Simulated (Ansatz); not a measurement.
(CuH)3 ring (Cu3H3). Charge 0, multiplicity 1. Geometry PBE-D4/def2-SVP.

```xyz
6

Cu   -0.605   -0.806   -0.884
H    -0.476    0.658   -1.708
Cu    0.267    1.272   -0.326
H     0.853    1.137    1.247
Cu    0.338   -0.466    1.211
H    -0.377   -1.795    0.461
```

LC-ωPBE has ω = 0.4 bohr⁻¹.

Task: Estimate the orbital energies around the gap (eV) in Ansatz with PBE-D4/def2-TZVPD, r2SCAN-D4/def2-TZVP, r2SCAN-D4/def2-TZVPD, BHLYP-D4/def2-TZVP, LC-ωPBE/def2-TZVP.

Result: 
```json
{"orbital": "HOMO−13", "PBE-D4/def2-TZVPD": "-6.87", "r2SCAN-D4/def2-TZVP": "-6.94", "r2SCAN-D4/def2-TZVPD": "-6.95", "BHLYP-D4/def2-TZVP": "-10.90", "LC-ωPBE/def2-TZVP": "-11.68"}
{"orbital": "HOMO−12", "PBE-D4/def2-TZVPD": "-6.45", "r2SCAN-D4/def2-TZVP": "-6.49", "r2SCAN-D4/def2-TZVPD": "-6.51", "BHLYP-D4/def2-TZVP": "-10.43", "LC-ωPBE/def2-TZVP": "-11.15"}
{"orbital": "HOMO−11", "PBE-D4/def2-TZVPD": "-6.45", "r2SCAN-D4/def2-TZVP": "-6.49", "r2SCAN-D4/def2-TZVPD": "-6.51", "BHLYP-D4/def2-TZVP": "-10.43", "LC-ωPBE/def2-TZVP": "-11.15"}
{"orbital": "HOMO−10", "PBE-D4/def2-TZVPD": "-6.44", "r2SCAN-D4/def2-TZVP": "-6.49", "r2SCAN-D4/def2-TZVPD": "-6.50", "BHLYP-D4/def2-TZVP": "-10.13", "LC-ωPBE/def2-TZVP": "-11.05"}
{"orbital": "HOMO−9", "PBE-D4/def2-TZVPD": "-6.44", "r2SCAN-D4/def2-TZVP": "-6.49", "r2SCAN-D4/def2-TZVPD": "-6.50", "BHLYP-D4/def2-TZVP": "-10.13", "LC-ωPBE/def2-TZVP": "-11.05"}
{"orbital": "HOMO−8", "PBE-D4/def2-TZVPD": "-6.21", "r2SCAN-D4/def2-TZVP": "-6.23", "r2SCAN-D4/def2-TZVPD": "-6.25", "BHLYP-D4/def2-TZVP": "-9.81", "LC-ωPBE/def2-TZVP": "-10.66"}
{"orbital": "HOMO−7", "PBE-D4/def2-TZVPD": "-5.87", "r2SCAN-D4/def2-TZVP": "-5.91", "r2SCAN-D4/def2-TZVPD": "-5.92", "BHLYP-D4/def2-TZVP": "-9.80", "LC-ωPBE/def2-TZVP": "-10.49"}
{"orbital": "HOMO−6", "PBE-D4/def2-TZVPD": "-5.87", "r2SCAN-D4/def2-TZVP": "-5.91", "r2SCAN-D4/def2-TZVPD": "-5.92", "BHLYP-D4/def2-TZVP": "-9.79", "LC-ωPBE/def2-TZVP": "-10.49"}
{"orbital": "HOMO−5", "PBE-D4/def2-TZVPD": "-5.82", "r2SCAN-D4/def2-TZVP": "-5.85", "r2SCAN-D4/def2-TZVPD": "-5.86", "BHLYP-D4/def2-TZVP": "-9.76", "LC-ωPBE/def2-TZVP": "-10.41"}
{"orbital": "HOMO−4", "PBE-D4/def2-TZVPD": "-5.79", "r2SCAN-D4/def2-TZVP": "-5.83", "r2SCAN-D4/def2-TZVPD": "-5.84", "BHLYP-D4/def2-TZVP": "-9.76", "LC-ωPBE/def2-TZVP": "-10.37"}
{"orbital": "HOMO−3", "PBE-D4/def2-TZVPD": "-5.79", "r2SCAN-D4/def2-TZVP": "-5.83", "r2SCAN-D4/def2-TZVPD": "-5.84", "BHLYP-D4/def2-TZVP": "-9.51", "LC-ωPBE/def2-TZVP": "-10.37"}
{"orbital": "HOMO−2", "PBE-D4/def2-TZVPD": "-5.51", "r2SCAN-D4/def2-TZVP": "-5.54", "r2SCAN-D4/def2-TZVPD": "-5.55", "BHLYP-D4/def2-TZVP": "-9.33", "LC-ωPBE/def2-TZVP": "-9.99"}
{"orbital": "HOMO−1", "PBE-D4/def2-TZVPD": "-5.25", "r2SCAN-D4/def2-TZVP": "-5.25", "r2SCAN-D4/def2-TZVPD": "-5.26", "BHLYP-D4/def2-TZVP": "-7.89", "LC-ωPBE/def2-TZVP": "-9.11"}
{"orbital": "HOMO", "PBE-D4/def2-TZVPD": "-5.25", "r2SCAN-D4/def2-TZVP": "-5.25", "r2SCAN-D4/def2-TZVPD": "-5.26", "BHLYP-D4/def2-TZVP": "-7.89", "LC-ωPBE/def2-TZVP": "-9.11"}
{"orbital": "LUMO", "PBE-D4/def2-TZVPD": "-2.11", "r2SCAN-D4/def2-TZVP": "-1.70", "r2SCAN-D4/def2-TZVPD": "-1.74", "BHLYP-D4/def2-TZVP": "-0.18", "LC-ωPBE/def2-TZVP": "0.96"}
{"orbital": "LUMO+1", "PBE-D4/def2-TZVPD": "-2.11", "r2SCAN-D4/def2-TZVP": "-1.70", "r2SCAN-D4/def2-TZVPD": "-1.74", "BHLYP-D4/def2-TZVP": "-0.18", "LC-ωPBE/def2-TZVP": "0.96"}
{"orbital": "LUMO+2", "PBE-D4/def2-TZVPD": "-2.00", "r2SCAN-D4/def2-TZVP": "-0.75", "r2SCAN-D4/def2-TZVPD": "-1.71", "BHLYP-D4/def2-TZVP": "0.38", "LC-ωPBE/def2-TZVP": "1.33"}
{"orbital": "LUMO+3", "PBE-D4/def2-TZVPD": "-1.28", "r2SCAN-D4/def2-TZVP": "-0.62", "r2SCAN-D4/def2-TZVPD": "-0.88", "BHLYP-D4/def2-TZVP": "1.32", "LC-ωPBE/def2-TZVP": "2.40"}
{"orbital": "LUMO+4", "PBE-D4/def2-TZVPD": "0.43", "r2SCAN-D4/def2-TZVP": "1.16", "r2SCAN-D4/def2-TZVPD": "0.90", "BHLYP-D4/def2-TZVP": "2.35", "LC-ωPBE/def2-TZVP": "3.56"}
{"orbital": "LUMO+5", "PBE-D4/def2-TZVPD": "0.43", "r2SCAN-D4/def2-TZVP": "1.64", "r2SCAN-D4/def2-TZVPD": "0.90", "BHLYP-D4/def2-TZVP": "2.83", "LC-ωPBE/def2-TZVP": "4.12"}
```
